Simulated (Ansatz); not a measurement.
A set of 12 reactions (atomization), with CCSD(T)/CBS values in kJ/mol:

```tsv
reaction	ΔE
`O[BH][SnH2][OH]` → B• + 5 H• + 2 O• + Sn•	2954.0
`B[Se][GeH3]` → B• + Ge• + 5 H• + Se•	2316.8
`Cl[SiH](Br)Br` → 2 Br• + Cl• + H• + Si•	1452.5
`[GeH3][Sb]1[CH2][S]1` → C• + Ge• + 5 H• + S• + Sb•	2655.4
`N=C(F)[SiH](N)Cl` → C• + Cl• + F• + 4 H• + 2 N• + Si•	3694.5
`Cl[SiH](Cl)[SiH](Cl)Cl` → 4 Cl• + 2 H• + 2 Si•	2501.1
`OC(O)(Cl)C=S` → 2 C• + Cl• + 3 H• + 2 O• + S•	3404.9
`[NH2][Sn]([F])([F])[Cl]` → Cl• + 2 F• + 2 H• + N• + Sn•	2284.7
`F/C=C(F)/C(F)=C/F` → 4 C• + 4 F• + 2 H•	4320.8
`S[SiH2][GeH2][I]` → Ge• + 5 H• + I• + S• + Si•	2454.2
`[SiH3][SiH2]N[SiH2][SiH3]` → 11 H• + N• + 4 Si•	4869.3
`CN[SiH](F)S` → C• + F• + 6 H• + N• + S• + Si•	3989.2
```

Gas-phase electronic energies from Ansatz, PBE0-D4/def2-TZVP geometries. CCSD(T)/CBS is the MP2 limit (def2-TZVPP, def2-QZVPP) plus CCSD(T) − MP2 in def2-TZVPP, frozen cores. This one scheme is used for every species, atoms too. For atomizations the MP2-based limit and the directly extrapolated one differ by several kJ/mol either way, and by 10 to 25 for some Ge, Se and Sn compounds, so smaller differences from it don't rank the levels. DFT in def2-TZVPP. No spin–orbit coupling; open shells (•) take unrestricted orbitals. Spin–orbit coupling would lower the free atoms: a little for B, C, Cl, F, O, S, Si; clearly for Br, Ge, Se; strongly for I, Sn. def2 core potentials past Kr. Bonds to Br, Ge, I, Sb, Se, Sn are less sure, by a few kJ/mol each and by 10 to 20 or more in all where they break to atoms, as the def2 sets lack core-valence functions. Scalar relativity is left out up to krypton. Each species was taken in one conformer, which may not be the lowest.

Task: Give the mean, mean absolute and largest difference (level minus CCSD(T)/CBS, kJ/mol) for: PBE-D4, PBE0-D4, PBE, PBE0, HF/def2-TZVPP, MP2/def2-TZVPP, SCS-MP2/def2-TZVPP, CCSD/def2-TZVPP, CCSD(T)/def2-TZVPP, HF/def2-QZVPP, MP2/def2-QZVPP, HF/CBS(def2), MP2/CBS(def2), CCSD/CBS(def2). (Estimate.)

Result: The calculation gave: 
```
             level    mean  mean absolute  largest
            PBE-D4    49.6           66.2    266.0
           PBE0-D4   -15.8           35.9     81.2
               PBE    24.8           62.9    246.5
              PBE0   -37.0           49.2   -108.5
     HF/def2-TZVPP  -924.4          924.4  -1363.4
    MP2/def2-TZVPP   -41.6           55.3   -179.0
SCS-MP2/def2-TZVPP   -64.7           64.7   -106.4
   CCSD/def2-TZVPP  -157.9          157.9   -227.4
CCSD(T)/def2-TZVPP  -100.5          100.5   -135.1
     HF/def2-QZVPP  -918.5          918.5  -1356.0
    MP2/def2-QZVPP    18.1           48.3    136.4
      HF/CBS(def2)  -917.6          917.6  -1354.9
     MP2/CBS(def2)    58.8           67.1    186.3
    CCSD/CBS(def2)   -57.4           57.4   -104.2
```

The largest T1 diagnostic in the set is 0.015, for `O[BH][SnH2][OH]` (customary mark 0.02).

CCSD(T)/CBS is a level of theory with its own doubt, and the functionals carry their triple-zeta basis error, so these figures describe this set and don't rank the functionals.
